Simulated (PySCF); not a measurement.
**Vibration and rotation of HI**

RHF-CCSD(T) constants of HI, ¹Σ⁺ (singlet), closed shell (PySCF, scalar-relativistic core potentials, basis sets H cc-pVTZ, I cc-pVTZ-PP with ECP28; masses 1.0078 and 126.9045 u):

| Property | Result |
| --- | --- |
| ωe | 2341.9 cm⁻¹ |
| ωexe | 38.9 cm⁻¹ |
| Be | 6.5027 cm⁻¹ |
| αe | 0.162 cm⁻¹ |
| De to H + I | 3.41 eV |

(1) What force constant and bond length do these constants imply?

(2) Estimate the centrifugal constant D from the Kratzer relation and find the Dunham coefficient a1.

Measured values (Huber and Herzberg, Constants of Diatomic Molecules (1979)): ωe = 2309.014 cm⁻¹, ωexe = 39.6435 cm⁻¹, αe = 0.16886 cm⁻¹.

Correlated steps freeze 4 core orbitals. These are scalar-relativistic numbers at best; spin–orbit coupling would shift them, the dissociation energy most. Where the molecule has an RHF reference, its open-shell atoms are computed with UHF.

Answers

(1) Reduced mass μred = 0.99988 u; k = 5.8918×10⁻⁷·μred·ωe² (u, cm⁻¹, mdyn/Å) = 3.23 mdyn/Å; Re = √(16.8576/(μred·Be)) (u, cm⁻¹, Å) = 1.610 Å.

(2) D = 4Be³/ωe² = 0.000201 cm⁻¹; a1 = −1 − αeωe/(6Be²) = -2.50.
